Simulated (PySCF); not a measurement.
PySCF 2.14 output of an unrestricted r2SCAN calculation on a single atom or ion in x2c-QZVPPall with one added diffuse shell each of s, p, d, f, g type (12s8p6d4f3g, 121 functions), with scalar relativity by spin-free X2C-1e:

```
SCF conv_tol = 1e-09
number electrons alpha = 11  beta = 10
    J. W. Furness, A. D. Kaplan, J. Ning, J. P. Perdew, and J. Sun.,  J. Phys. Chem. Lett. 11, 8208-8215 (2020)
    J. W. Furness, A. D. Kaplan, J. Ning, J. P. Perdew, and J. Sun.,  J. Phys. Chem. Lett. 11, 9248-9248 (2020)
    J. W. Furness, A. D. Kaplan, J. Ning, J. P. Perdew, and J. Sun.,  J. Phys. Chem. Lett. 11, 8208-8215 (2020)
    J. W. Furness, A. D. Kaplan, J. Ning, J. P. Perdew, and J. Sun.,  J. Phys. Chem. Lett. 11, 9248-9248 (2020)
cycle= 1 E= -764.149663237392  delta_E= -0.0111  |g|= 0.0222  |ddm|= 0.298
cycle= 2 E= -764.151859543013  delta_E= -0.0022  |g|= 0.0163  |ddm|= 0.124
cycle= 3 E= -764.153292082148  delta_E= -0.00143  |g|= 0.0144  |ddm|= 0.0883
cycle= 4 E= -764.154589423178  delta_E= -0.0013  |g|= 0.00693  |ddm|= 0.155
cycle= 5 E= -764.154521660464  delta_E= 6.78e-05  |g|= 0.00921  |ddm|= 0.0398
cycle= 6 E= -764.154596456957  delta_E= -7.48e-05  |g|= 0.00257  |ddm|= 0.0179
cycle= 7 E= -764.154620159033  delta_E= -2.37e-05  |g|= 0.000834  |ddm|= 0.0263
cycle= 8 E= -764.154622895453  delta_E= -2.74e-06  |g|= 0.000292  |ddm|= 0.00494
cycle= 9 E= -764.154623008375  delta_E= -1.13e-07  |g|= 7.12e-05  |ddm|= 0.00119
cycle= 10 E= -764.154623014227  delta_E= -5.85e-09  |g|= 1.7e-05  |ddm|= 0.000263
cycle= 11 E= -764.154623014945  delta_E= -7.18e-10  |g|= 2.88e-06  |ddm|= 0.000133
converged SCF energy = -764.154623014945  <S^2> = 1.2075356  2S+1 = 2.4145688
```

The run itself started from symmetry-adapted Hartree-Fock orbitals and held the occupation by maximum overlap, on a logarithmic radial grid, so the iterations belong to that start.

Task: Which element, charge and spin multiplicity is this?

Result: Sc (scandium, neutral), multiplicity 2; the state was [Ar] 3d1 4s2, 2D determinant.

⟨L²⟩ = 7.61 against 6 for a pure D term, so this real determinant mixes terms. ⟨S²⟩ = 1.21 against 0.75 shows spin contamination. The s, p, d and f populations moved away from the nominal configuration during the SCF.
